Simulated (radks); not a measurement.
Q: The mean radii <r> (bohr) of the occupied orbitals of an atom or ion are listed with their occupations. Calculated with a radial shooting solver on a logarithmic mesh with Libxc functionals: scalar-relativistic Kohn-Sham, PBE, spin-polarised, spherical densities, finite nucleus; Fermi nuclear charge, rms radius of each element as measured or else 0.836 A^(1/3) + 0.57 fm.

orbital  occ.      <r>
1s down     1  0.01835
1s up       1  0.01835
2s up       1  0.07758
2s down     1  0.07758
2p up       3  0.06944
2p down     3  0.06944
3s up       1   0.2011
3s down     1   0.2011
3p up       3   0.2013
3p down     3   0.2013
3d up       5   0.1824
3d down     5   0.1824
4s up       1   0.4496
4s down     1   0.4496
4p up       3   0.4780
4p down     3   0.4780
4d up       5   0.5114
4d down     5   0.5112
5s up       1    1.072
5s down     1    1.063
5p up       3    1.254
5p down     3    1.241
4f up       7   0.6103
4f down     7   0.6051
5d up       4    1.877
6d up       1    6.370

Name the element and its charge. Open shells, if any, are filled with parallel spins first.

A: Z = 74, tungsten, charge +1: W+ in [Xe] 4f14 5d4 6d1. The 1s radius gives Z: for a bare nucleus <r> = (2 gamma + 1)/(2Z) with gamma = sqrt(1 - (Z/c)^2), 0.01813 bohr for Z = 74, and screening makes it slightly larger (0.01835 here). The occupations add up to 73, and the charge is Z minus that.
